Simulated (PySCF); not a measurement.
PySCF input file for C2H8N, SMILES CC[NH3+], charge +1, TDDFT-ωB97X/def2-SVPD. The structure is a stationary point at B3LYP-D3(BJ)/def2-SVP. The isomer is the one that the SMILES or the coordinates give; other isomers of the formula were not compared.

```python
import numpy as np
from pyscf import gto, scf, dft, tdscf

mol = gto.M(
    atom='''
    C    -0.26786544   -1.29603529    0.00000000
    C     0.60492776   -0.05757758   -0.00000000
    N    -0.24331454    1.20585118    0.00000000
    H     0.38095141   -2.18412102   -0.00000000
    H    -0.90325782   -1.35310561   -0.89799296
    H    -0.90325782   -1.35310561    0.89799295
    H     1.24427651    0.00831971    0.89170341
    H     1.24427653    0.00831971   -0.89170339
    H     0.33134125    2.06107045   -0.00000000
    H    -0.85675110    1.24667067    0.82765292
    H    -0.85675109    1.24667067   -0.82765293
    ''',
    basis='def2-SVPD',
    charge=1,
    spin=0,
    symmetry=True,
    max_memory=1600,
    verbose=4,
)
mf = dft.RKS(mol, xc='wb97x').density_fit(auxbasis='def2-universal-jkfit')
mf.grids.level = 3
mf.conv_tol = 1e-9
mf.max_cycle = 100
mf.kernel()
mf.grids = dft.Grids(mol).set(level=1).build(with_non0tab=True)  # coarser grid for the response kernel
td = tdscf.TDDFT(mf)
td.singlet = True
td.nstates = 10
td.conv_tol = 1e-4
td.positive_eig_threshold = 1e-6
td.kernel(x0=td.get_init_guess(mf, 15))
td.analyze()
tt = tdscf.TDA(mf)
tt.singlet = False
tt.nstates = 4
tt.conv_tol = 1e-4
tt.positive_eig_threshold = 1e-6
tt.kernel(x0=tt.get_init_guess(mf, 9))
tt.analyze(verbose=3)
```

Output:

```
PySCF version 2.14.0

[INPUT] verbose = 4
[INPUT] num. atoms = 11
[INPUT] num. electrons = 26
[INPUT] charge = 1
[INPUT] spin (= nelec alpha-beta = 2S) = 0
[INPUT] symmetry True subgroup None
[INPUT] Mole.unit = angstrom
[INPUT] Symbol           X                Y                Z      unit          X                Y                Z       unit  Magmom
[INPUT]  1 C     -0.267865440000  -1.296035290000   0.000000000000 AA   -0.506192319836  -2.449151745871   0.000000000000 Bohr   0.0
[INPUT]  2 C      0.604927760000  -0.057577580000   0.000000000000 AA    1.143147791547  -0.108805857115   0.000000000000 Bohr   0.0
[INPUT]  3 N     -0.243314540000   1.205851180000   0.000000000000 AA   -0.459797842725   2.278728477184   0.000000000000 Bohr   0.0
[INPUT]  4 H      0.380951410000  -2.184121020000   0.000000000000 AA    0.719893831667  -4.127390550706   0.000000000000 Bohr   0.0
[INPUT]  5 H     -0.903257820000  -1.353105610000  -0.897992960000 AA   -1.706909899672  -2.556999020513  -1.696960756188 Bohr   0.0
[INPUT]  6 H     -0.903257820000  -1.353105610000   0.897992950000 AA   -1.706909899672  -2.556999020513   1.696960737290 Bohr   0.0
[INPUT]  7 H      1.244276510000   0.008319710000   0.891703410000 AA    2.351341827130   0.015721973336   1.685075229241 Bohr   0.0
[INPUT]  8 H      1.244276530000   0.008319710000  -0.891703390000 AA    2.351341864924   0.015721973336  -1.685075191446 Bohr   0.0
[INPUT]  9 H      0.331341250000   2.061070450000   0.000000000000 AA    0.626144216271   3.894858673934   0.000000000000 Bohr   0.0
[INPUT] 10 H     -0.856751100000   1.246670670000   0.827652920000 AA   -1.619024935920   2.355866133828   1.564037344997 Bohr   0.0
[INPUT] 11 H     -0.856751090000   1.246670670000  -0.827652930000 AA   -1.619024917023   2.355866133828  -1.564037363894 Bohr   0.0

nuclear repulsion = 89.5213724071025
point group symmetry = Cs
symmetry origin: [6.99898592e-10 6.99898641e-10 8.22387426e-18]
symmetry axis x: [ 1.00000000e+00 -3.18210669e-09  3.32918173e-09]
symmetry axis y: [-3.18210669e-09 -1.00000000e+00 -3.90808451e-11]
symmetry axis z: [-3.32918173e-09 -3.90808375e-11  1.00000000e+00]
num. orbitals of irrep A' = 78
num. orbitals of irrep A" = 46
number of shells = 56
number of NR pGTOs = 170
number of NR cGTOs = 124
basis = def2-SVPD
ecp = {}


[settings echo left out]
init E= -135.818304241697
HOMO (A") = -0.383287204331088  LUMO (A') = 0.0384525051065818  gap/eV = 11.47612
cycle= 1 E= -135.372637297349  delta_E= 0.446  |g|= 0.328  |ddm|=  3.7
HOMO (A") = -0.658554761667249  LUMO (A') = -0.143950967076212  gap/eV = 14.00308
cycle= 2 E= -135.397717668781  delta_E= -0.0251  |g|= 0.243  |ddm|= 0.729
HOMO (A") = -0.655784023114906  LUMO (A') = -0.114437670081807  gap/eV = 14.73078
cycle= 3 E= -135.409662783258  delta_E= -0.0119  |g|= 0.0344  |ddm|= 0.254
HOMO (A") = -0.652698990589788  LUMO (A') = -0.106679567740655  gap/eV = 14.85795
cycle= 4 E= -135.409984230457  delta_E= -0.000321  |g|= 0.00943  |ddm|= 0.0898
HOMO (A") = -0.652786707042418  LUMO (A') = -0.106306512563245  gap/eV = 14.87048
cycle= 5 E= -135.410006802256  delta_E= -2.26e-05  |g|= 0.00342  |ddm|= 0.0215
HOMO (A") = -0.652283942617533  LUMO (A') = -0.106347294538121  gap/eV = 14.85569
cycle= 6 E= -135.410009714715  delta_E= -2.91e-06  |g|= 0.000342  |ddm|= 0.00768
HOMO (A") = -0.652261362954142  LUMO (A') = -0.106317477944815  gap/eV = 14.85589
cycle= 7 E= -135.410009768919  delta_E= -5.42e-08  |g|= 6.53e-05  |ddm|= 0.00189
HOMO (A") = -0.652260714707489  LUMO (A') = -0.106313978709599  gap/eV = 14.85597
cycle= 8 E= -135.410009771271  delta_E= -2.35e-09  |g|= 1.44e-05  |ddm|= 0.00037
HOMO (A") = -0.652259419626545  LUMO (A') = -0.106313501964185  gap/eV = 14.85595
cycle= 9 E= -135.410009771387  delta_E= -1.16e-10  |g|= 2.96e-06  |ddm|= 6.25e-05
HOMO (A") = -0.652259803268713  LUMO (A') = -0.106313639082783  gap/eV = 14.85595
Extra cycle  E= -135.410009771391  delta_E= -4.09e-12  |g|= 1.33e-06  |ddm|= 9.83e-06
converged SCF energy = -135.410009771391
tot grids = 35256
Overwritten attributes  positive_eig_threshold  of <class 'pyscf.tdscf.rks.TDDFT'>


******** <class 'pyscf.tdscf.rks.TDDFT'> for <class 'pyscf.df.df_jk.DFSymAdaptedRKS'> ********
nstates = 10 singlet
deg_eia_thresh = 1.000e-03
wfnsym = None
conv_tol = 0.0001
eigh lindep = 1e-12
eigh level_shift = 0
eigh max_cycle = 100


Excitation energies (eV)
[ 9.94104868 10.68679698 10.96643056 11.23998125 11.68861682 11.7622368
 11.84477287 12.1439486  12.27983205 12.29358215]

** Singlet excitation energies and oscillator strengths **
Excited State   1:   A"      9.94105 eV    124.72 nm  f=0.0021
      13 -> 14       -0.66829
      13 -> 15        0.14297
Excited State   2:   A'     10.68680 eV    116.02 nm  f=0.0560
      11 -> 14       -0.31956
      12 -> 14       -0.58580
      12 -> 15        0.16180
Excited State   3:  ???     10.96643 eV    113.06 nm  f=0.0468
      11 -> 14        0.59845
      12 -> 14       -0.28696
      12 -> 15        0.15082
Excited State   4:  ???     11.23998 eV    110.31 nm  f=0.0350
      10 -> 14       -0.14878
      13 -> 14        0.10122
      13 -> 15        0.55600
      13 -> 16        0.27577
      13 -> 18       -0.15112
      13 -> 21        0.11121
      13 -> 22       -0.15809
Excited State   5:  ???     11.68862 eV    106.07 nm  f=0.1149
      10 -> 14        0.22477
      10 -> 16       -0.13980
      13 -> 15       -0.23970
      13 -> 16        0.58248
Excited State   6:  ???     11.76224 eV    105.41 nm  f=0.1012
       9 -> 14       -0.10133
      12 -> 14        0.11084
      12 -> 15        0.27126
      12 -> 16        0.19309
      12 -> 18       -0.11682
      13 -> 17       -0.56608
Excited State   7:  ???     11.84477 eV    104.67 nm  f=0.0297
      11 -> 15       -0.12405
      12 -> 14       -0.12937
      12 -> 15       -0.38206
      12 -> 16       -0.28450
      12 -> 18        0.18046
      12 -> 22        0.11287
      13 -> 17       -0.38069
Excited State   8:  ???     12.14395 eV    102.10 nm  f=0.0227
      10 -> 14       -0.20796
      10 -> 15        0.11083
      12 -> 17       -0.19090
      13 -> 15       -0.20609
      13 -> 18       -0.46371
      13 -> 20        0.33499
Excited State   9:  ???     12.27983 eV    100.97 nm  f=0.0115
      11 -> 15       -0.41349
      11 -> 16       -0.40922
      11 -> 18        0.14392
      11 -> 20       -0.13630
      11 -> 22        0.16318
      12 -> 14        0.11182
      12 -> 15        0.16952
Excited State  10:  ???     12.29358 eV    100.85 nm  f=0.0293
      10 -> 14       -0.15226
      11 -> 17       -0.15050
      12 -> 17       -0.49756
      12 -> 23        0.11461
      13 -> 16        0.15871
      13 -> 20       -0.34307
      13 -> 21       -0.11172

** Transition electric dipole moments (AU) **
state          X           Y           Z        Dip. S.      Osc.
  1        -0.0000      0.0000     -0.0933      0.0087      0.0021
  2        -0.1871      0.4229     -0.0000      0.2138      0.0560
  3        -0.2401      0.3414     -0.0000      0.1742      0.0468
  4         0.0000     -0.0000     -0.3565      0.1271      0.0350
  5        -0.0000      0.0000      0.6334      0.4012      0.1149
  6        -0.5776     -0.1326     -0.0000      0.3512      0.1012
  7        -0.1378      0.2884     -0.0000      0.1022      0.0297
  8        -0.0000     -0.0000     -0.2760      0.0762      0.0227
  9        -0.1530     -0.1216      0.0000      0.0382      0.0115
 10        -0.0000     -0.0000     -0.3120      0.0974      0.0293

** Transition velocity dipole moments (imaginary part, AU) **
state          X           Y           Z        Dip. S.      Osc.
  1        -0.0000     -0.0000     -0.0354      0.0013      0.0023
  2        -0.0759      0.1670     -0.0000      0.0337      0.0572
  3        -0.0978      0.1409      0.0000      0.0294      0.0486
  4         0.0000      0.0000     -0.1461      0.0213      0.0345
  5        -0.0000     -0.0000      0.2760      0.0762      0.1183
  6        -0.2468     -0.0575     -0.0000      0.0642      0.0990
  7        -0.0586      0.1223     -0.0000      0.0184      0.0282
  8        -0.0000     -0.0000     -0.1246      0.0155      0.0232
  9        -0.0747     -0.0568     -0.0000      0.0088      0.0130
 10        -0.0000     -0.0000     -0.1396      0.0195      0.0288

** Transition magnetic dipole moments (imaginary part, AU) **
state          X           Y           Z
  1        -0.2762      0.8286     -0.0000
  2         0.0000     -0.0000      0.0244
  3         0.0000     -0.0000      1.0654
  4        -1.2802      0.2392      0.0000
  5         0.4060      0.0660     -0.0000
  6         0.0000      0.0000      1.0096
  7        -0.0000      0.0000     -0.9957
  8        -0.3517     -1.4404     -0.0000
  9        -0.0000      0.0000      0.2623
 10        -0.6384      0.3157     -0.0000
Overwritten attributes  positive_eig_threshold  of <class 'pyscf.tdscf.rks.TDA'>


******** <class 'pyscf.tdscf.rks.TDA'> for <class 'pyscf.df.df_jk.DFSymAdaptedRKS'> ********
nstates = 4 triplet
deg_eia_thresh = 1.000e-03
wfnsym = None
conv_tol = 0.0001
eigh lindep = 1e-12
eigh level_shift = 0
eigh max_cycle = 100


Excitation energies (eV)
[ 9.85621782 10.44110474 10.75633375 10.86701589]

** Triplet excitation energies and oscillator strengths **
Excited State   1:   A"      9.85622 eV    125.79 nm  f=0.0000
Excited State   2:   A'     10.44110 eV    118.75 nm  f=0.0000
Excited State   3:   A'     10.75633 eV    115.27 nm  f=0.0000
Excited State   4:   A"     10.86702 eV    114.09 nm  f=0.0000
```

The run converged.
